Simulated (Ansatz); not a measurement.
# What a proton shuttle does

Si₂H₃Cl₃ ([SiH3][Si]([Cl])([Cl])[Cl]) + H₂O → SiHCl₃O ([OH][Si]([Cl])([Cl])[Cl]) + SiH₄ (links in brackets), a four-centre ligand exchange, has a barrier of 47.69 kcal/mol above its start structure and a step energy of -21.51 kcal/mol. One H₂O is now added to the ring of the saddle, taking the hydrogen and handing on one of its own. Gas-phase electronic energies, without zero-point energy, by CCSD(T) at an estimated basis limit (MP2 extrapolated from triple and quadruple zeta, plus CCSD(T) − MP2 in triple zeta); Ansatz 0.2.0, def2-TZVPP and QZVPP, frozen cores, on PBE0-D4/def2-TZVP structures. Extrapolation: Hartree–Fock as exp(−7.88 √X), correlation as X^−2.97. Each barrier counts from its own start structure, which holds all the molecules, is reached by relaxing down from the saddle and may not be the deepest complex; no counterpoise correction.

(1) What are the barrier and the step energy with the shuttle? (To be estimated.)

No T1 diagnostic of these runs exceeds 0.012.

For scale, one of the runs: CCSD(T)/def2-TZVPP, 370 basis functions, launched by `ansatz run in.yaml --threads 4 --pin off --events-out ev --progress --plain --max-ram 66560MiB --backend cuda --devices 0, --max-vram 37GiB`. Hardware: 4 CPU threads of an AMD EPYC 7R13 and a share of one NVIDIA H100, shared host. Wall time 22 s; peak host memory 1.4 GiB.

## Answers

(1) Computed: Barrier 47.45 kcal/mol, 0.24 kcal/mol lower than without; step energy -23.69 kcal/mol, both from the start structure. Counted from all the molecules apart, the saddle lies at 36.12 kcal/mol with the shuttle and at 43.56 kcal/mol without; the start well goes from -4.13 to -11.33 kcal/mol. At the saddle the angle at each passing proton is O–H···Si 148° without the shuttle, against O–H···O 137° and O–H···Si 151° with it. Bringing in the extra molecule costs entropy, which these electronic energies leave out.
